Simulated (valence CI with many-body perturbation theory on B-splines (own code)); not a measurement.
# Nb XXVIII: key properties

Level of theory: valence CI with perturbative core correlation (CI+MBPT): four valence electrons over a frozen Dirac-Fock core [Ne], a basis of 11 s, 11 p, 9 d, 7 f, 5 g, 2 h, 1 i functions for each j, with the one-electron correlation potential Σ1, the two-electron term Σ2, the three-electron term Σ3, Breit, model QED; selected CI, second order for the rest (own B-spline code, finite nucleus).

The last digits are not significant, and no measured levels were compared; by estimate large intervals hold to a few tenths of a per cent, small ones and those within an open d or f shell to about a per cent.

Levels are named by their leading jj configuration (3d3/2^4 stands for four electrons in 3d with j = 3/2), which in mixed levels can hold well under half, so a name can repeat and another be missing.

Rates and lifetimes use the calculated energies. Strong lines usually hold to 10 to 20 %, long lifetimes can be off by a factor of two.

Problem. What is the ground level?

Solution. (3s^2 3p1/2^2) J=0, composition 79 % 3s²3p² ³P + 19 % 3s²3p² ¹S.

Problem. What is the ionisation energy?

Solution. 1437.7 eV; NIST lists 1439 ± 3 eV (semi-empirical).

Problem. Among levels below 1975600 cm⁻¹, which E1 lines absorb most strongly from the ground level?

Solution. to (3s^2 3p1/2 3d3/2) J=1 at 8.896 nm, f = 0.523; to (3s 3p1/2 3p3/2^2) J=1 at 9.486 nm, f = 0.171; to (3s 3p1/2^2 3p3/2) J=1 at 12.92 nm, f = 0.117.

Problem. Where does the other parity begin?

Solution. At (3s 3p1/2^2 3p3/2) J=2, 655370 cm⁻¹.

Problem. Name the longest-lived excited levels whose lifetime is computed, and their main decay.

Solution. (3s^2 3p1/2 3p3/2) J=2 at 175680 cm⁻¹ lives 3.12 ms, mostly by M1 to (3s^2 3p1/2 3p3/2) J=1; (3s^2 3p3/2 3d5/2) J=4 at 1188200 cm⁻¹ lives 25.4 μs, mostly by M1 to (3s^2 3p1/2 3d5/2) J=3; (3s^2 3p1/2 3p3/2) J=1 at 141850 cm⁻¹ lives 24.2 μs, mostly by M1 to (3s^2 3p1/2^2) J=0.
